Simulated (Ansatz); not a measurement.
Ansatz (a quantum-chemistry and plane-wave program) job for CH2BF3, SMILES FC(F)(B)F, PBE0/def2-SVPD. Coordinates come from a B3LYP-D3(BJ)/def2-SVP optimisation.

Ansatz 0.2 input:
```yaml
crystal:
  periodic: [false, false, false]
  atoms:
    - {symbol: B, position_ang: [-1.56741953, 0.41227496, -0.00000002]}
    - {symbol: C, position_ang: [-0.01316082, 0.04756338, -0.00000000]}
    - {symbol: F, position_ang: [0.02233282, -1.31376257, 0.00000003]}
    - {symbol: F, position_ang: [0.66575208, 0.47074091, 1.08062533]}
    - {symbol: F, position_ang: [0.66575210, 0.47074086, -1.08062534]}
    - {symbol: H, position_ang: [-2.13423524, 0.50188610, 1.05283002]}
    - {symbol: H, position_ang: [-2.13423523, 0.50188606, -1.05283007]}
basis:
  gaussian:
    orbitals: def2-SVPD
hamiltonian:
  xc: {name: PBE0}
```

Output:

```
WARN ansatz: RAYON_NUM_THREADS=1 ignored (pool sized by the plan → 1); use --threads N
Functional definition: PBE0
integrals: 0.05 GiB planned
1011 factors; their error is unknown
mean field: 0.46 GiB planned
mean field evaluation 1: about -9876.8974 eV, gradient 3.5e1 eV
mean field evaluation 2: about -9875.7179 eV, gradient 4.6e1 eV
mean field evaluation 4: about -9878.7186 eV, gradient 7.8e-1 eV
mean field evaluation 8: about -9878.7562 eV, gradient 2.9e-2 eV
mean field -9878.75620547 eV, -363.0375944897 hartree, gradient 2.0e-5 eV, S^2 0.000000; 0 other end points of the search recorded, 0 dependent functions left out
reference -9878.75623778 eV, -363.0375956769 hartree; 20, 20 occupied and 105, 105 virtual orbitals, 1011 factors
Total energy: -9878.75623778 eV, -363.0375956769 hartree
```

Self-consistency was reached.
